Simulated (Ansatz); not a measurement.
Consider the redistribution: `C[CH2][Al]([SiH3])[Cl]` + `Cl[BH][GaH2]` → `[SiH3][BH][GaH2]` + `C[CH2][Al]([Cl])[Cl]`.

Program: Ansatz. Geometries: PBE0-D4/def2-TZVP. ΔE: electronic, gas phase. CCSD(T)/CBS is the MP2 limit (def2-TZVPP, def2-QZVPP) plus CCSD(T) − MP2 in def2-TZVPP, frozen cores. Functionals use def2-TZVPP. B3LYP here is the variant with VWN-RPA as its local correlation; programs differ in this. For Ga outer-core shells are correlated without core-valence functions, which leaves a few kJ/mol of doubt a bond. Scalar relativity is left out up to krypton. One conformer a species, not always the lowest.

Question: Is it downhill or uphill in electronic energy at CCSD(T)/CBS, and by how much? (An estimate is asked.)

Answer: Computed: Downhill: ΔE = -60.6 kJ/mol.

Question: What do these levels give: PBE-D4, PBE0-D4, ωB97X-V, B2PLYP, r2SCAN, PBE0, B3LYP, HF/def2-TZVPP, MP2/def2-TZVPP, MP2/def2-QZVPP, HF/CBS(def2), MP2/CBS(def2)? (Best estimate.)

Answer: Ansatz gave: PBE-D4 -47.8, PBE0-D4 -52.6, ωB97X-V -58.0, B2PLYP -58.4, r2SCAN -61.6, PBE0 -52.1, B3LYP -57.0, HF/def2-TZVPP -68.9, MP2/def2-TZVPP -59.8, MP2/def2-QZVPP -62.0, HF/CBS(def2) -69.3, MP2/CBS(def2) -63.4 kJ/mol.

Largest T1 diagnostic among the species: 0.015.

From PBE to PBE0 (25 % exact exchange), in def2-TZVPP and without D4, ΔE moves by −5.0 kJ/mol. In def2-TZVPP, CCSD(T) changes the Hartree–Fock value by +11.9 kJ/mol (the triples alone add +2.9 kJ/mol) and MP2 by +9.1 kJ/mol.
